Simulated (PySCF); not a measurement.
## C₆ coefficients of unlike pairs at PBE

Calculated with PySCF 2.14 from the dipole response of each species, C₆(A,B) = (3/π) ∫ α_A(iu) α_B(iu) du, in atomic units, from isotropic polarisabilities. For ions this is the dispersion term alone; charge-induced terms of lower order in 1/R come first.

```json
{"species": "In²⁺", "configuration": "[Kr] 4d10 5s1 (2S)", "basis": "aug-cc-pVTZ-PP with ECP28MDF (6s5p4d2f)", "relativity": "core potential", "α (bohr³)": "13.06", "C₆ (like pair)": "54.91"}
{"species": "O³⁺", "configuration": "[He] 2s2 2p1 (2P)", "basis": "dyall-av3z (15s9p3d2f)", "relativity": "none", "α (bohr³)": "1.350", "C₆ (like pair)": "1.258"}
{"species": "Ne³⁺", "configuration": "[He] 2s2 2p3 (4S)", "basis": "aug-cc-pVDZ (4s3p2d)", "relativity": "none", "α (bohr³)": "0.6885", "C₆ (like pair)": "0.6025"}
{"species": "Li⁺", "configuration": "1s2 (1S)", "basis": "aug-cc-pVQZ with one added diffuse shell each of s, p, d, f, g type (7s6p5d4f3g)", "relativity": "none", "α (bohr³)": "0.1982", "C₆ (like pair)": "0.07244"}
```

(1) Estimate C₆ for O³⁺ with In²⁺.

No spin-orbit coupling is included.

The other pairs:

```json
{"pair": "Li⁺, O³⁺", "C₆": "0.2805"}
{"pair": "Ne³⁺, O³⁺", "C₆": "0.8372"}
{"pair": "Li⁺, Ne³⁺", "C₆": "0.2076"}
{"pair": "Li⁺, In²⁺", "C₆": "1.592"}
{"pair": "Ne³⁺, In²⁺", "C₆": "4.915"}
```

Answers

(1) The integral gives 7.940. The combination rule 2 C_A C_B / (C_A α_B/α_A + C_B α_A/α_B) gives 7.741 and the geometric mean 8.310.
